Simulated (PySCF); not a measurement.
# Which element holds Cl most strongly?

CCSD(T) in PySCF with def2-SVPD on every atom (core potentials on In, Sn), for the lowest determinant that a PBE0 search found; no spin–orbit coupling. D0 is De less the harmonic zero-point energy.

```tsv
M	state (unpaired electrons)	Re (Å)	ωe (cm⁻¹)	D0(MCl) (eV)
C	doublet (π ↑)	1.676	853	3.62
Sn	doublet (π ↑)	2.437	334	3.53
Si	doublet (π ↑)	2.118	506	3.88
In	singlet (closed shell)	2.478	304	4.34
```

Order the elements by D0 and give the energy of SiCl + Sn → SnCl + Si.

In > Si > C > Sn; ΔE = 3.88 − 3.53 = +0.35 eV at CCSD(T)/def2-SVPD. Close neighbours can swap at other levels.

Correlated steps freeze the inner cores (6 to 10 orbitals); shallow outer-core shells are correlated. Correlated levels converge slowly with the basis: in double zeta they bind strong bonds too weakly, by up to about 1 eV, and carry superposition errors of some tenths. Spin–orbit coupling is left out, which matters for elements this heavy, above all for dissociation energies. Where the molecule has an RHF reference, its open-shell atoms are computed with UHF. States were picked by a PBE0 search and need not be the measured ground states.
